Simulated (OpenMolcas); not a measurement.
**Ions of charge +3 along the 4d row on the Cd site of KCdF3**

```yaml
Program: OpenMolcas 26.06
Method: SS-CASPT2, IPEA 0.25 Eh, imaginary shift 0.1 Eh
Spin-orbit_coupling: state interaction with AMFI integrals over the reference wave functions
```

The d shell is active; CASPT2 correlates the ligand valence shells and the outer metal core. Each dopant is a cluster with its nearest anions in model potentials and point charges, with no relaxation and no local charge compensation. Distances were set from a Shannon-type radius of the metal (high-spin where two are listed) plus a fixed donor radius (F 1.31 Å), in hosts weighted 0.65 to 0.35 with the host's distance in the model lattice. Ligand basis ANO-RCC-VDZP, DKH2 Hamiltonian. States (labels of O, the rotations of Oh). Energies in cm-1 above the lowest state or level, χT in cm3 K/mol; under a threefold ground state the first gap can be a small split of the lowest multiplet, not the spin-orbit step; 10Dq and B are least-squares fits to the states below 45000 cm-1, weighted by degeneracy, with a free offset, and given where the rms deviation is under 5 % of |10Dq| (or 100 cm-1) and under 700 cm-1. Spin-only χT is S(S+1) / 2 for the spin of the ground state.

| Ion | Shell | R (Å) | Metal basis | Ground state | First state of that spin | 10Dq | B (rms of fit) | First gap with spin-orbit (degeneracies) | χT at 300 K | First state of another spin | Spin-only χT |
| --- | --- | --- | --- | --- | --- | --- | --- | --- | --- | --- | --- |
| Nb3+ | 4d2 | 2.072 | ANO-RCC-VTZP | 3T1 | 3T2 25630 | 26920 | 536 (34) | 22 (2, 3) | 0.457 | 1T2 7400 | 1.000 |
| Mo3+ | 4d3 | 2.053 | ANO-RCC-VTZP | 4A2 | 4T2 25620 | 25300 | 544 (244) | 10930 (4, 4) | 1.769 | 2E 11000 | 1.875 |
| Ru3+ | 4d5 | 2.046 | ANO-RCC-VTZP | 2T2 | 2A2 17280 | 21024 | 567 (481) | 2000 (2, 4) | 0.658 | 4T1 9880 | 0.375 |
| Rh3+ | 4d6 | 2.037 | ANO-RCC-VTZP | 1A1 | 1T1 18670 |  |  | 13480 (1, 2) | 0.043 | 2S+1 = 3: 14100 | 0.000 |
| Pd3+ | 4d7 | 2.098 | ANO-RCC-VTZP | 2E | 2T1 16190 |  |  | 6820 (4, 2) | 0.516 | 4T1 8150 | 0.375 |
| Ag3+ | 4d8 | 2.092 | ANO-RCC-VTZP | 3A2 | 3T2 21480 |  |  | 4050 (3, 2) | 1.226 | 1E 4090 | 1.000 |

Among the 3 ions with a close fit, |10Dq| is smallest for Ru3+ (21024 cm-1) and largest for Nb3+ (26920 cm-1). The error differs from ion to ion, so this order need not be the real one.

B goes from 536 cm-1 (Nb3+) to 567 cm-1 (Ru3+).

Below the highest spin of the shell: Ru3+, Rh3+, Pd3+. χT departs most from the spin-only value for Nb3+, by -0.543 cm3 K/mol.

Roots that are degenerate in the reference are averaged as groups; the widest CASPT2 spread within a group is 1300 cm-1 (the 3-fold group of multiplicity 1 near 22500 cm-1 above the lowest state of its run, Ag3+). Shifts and gaps below about the spread of the groups concerned are not significant. Over all roots computed the reference weight is 0.73 in Nb3+, 0.72 to 0.73 in Mo3+, 0.71 to 0.72 in Ru3+, 0.70 to 0.72 in Rh3+, 0.69 to 0.72 in Pd3+, 0.65 to 0.71 in Ag3+; the roots of lowest weight are the least certain, and an intruder state may touch them. Ligand-to-metal charge-transfer states are missing. With no ligand orbital active B as a rule stays too high, so bands that hang on it stand too high and its fall with covalency is understated. With one d shell and no ligand orbital active, 10Dq can be off by a tenth or more. An orbital triplet at a regular site is open to Jahn-Teller coupling, which can distort the site and quench the lowest spin-orbit gaps and is left out (holds for Nb3+; Ru3+). The least metal-like active orbital is 84 % on the metal (Löwdin) and no ligand orbital is active, so the numbers are rough (holds for Nb3+; Mo3+). This shell can be high or low spin here, a state of another spin lies low, and with metal d orbitals alone active their balance is uncertain, so the ground spin may be wrong, although the usual error favours high spin (holds for Ru3+; Pd3+). The least metal-like active orbital is 81 % on the metal (Löwdin) and no ligand orbital is active, so the numbers are rough (holds for Rh3+). An orbital doublet at a regular site is open to a Jahn-Teller distortion, which this geometry leaves out (holds for Pd3+). The least metal-like active orbital is 82 % on the metal (Löwdin) and no ligand orbital is active, so the numbers are rough (holds for Pd3+). These CASPT2 states fit no ligand-field parameters well, so their order and spin gaps are uncertain (holds for Pd3+). Real 4d8 and 5d8 ions are as a rule square planar and diamagnetic (holds for Ag3+). The least metal-like active orbital is 77 % on the metal (Löwdin) and no ligand orbital is active, so the numbers are rough (holds for Ag3+). No measured value stands beside these numbers; the geometry was set by hand and not optimised.

A state without a sure symmetry label is named by its multiplicity alone.
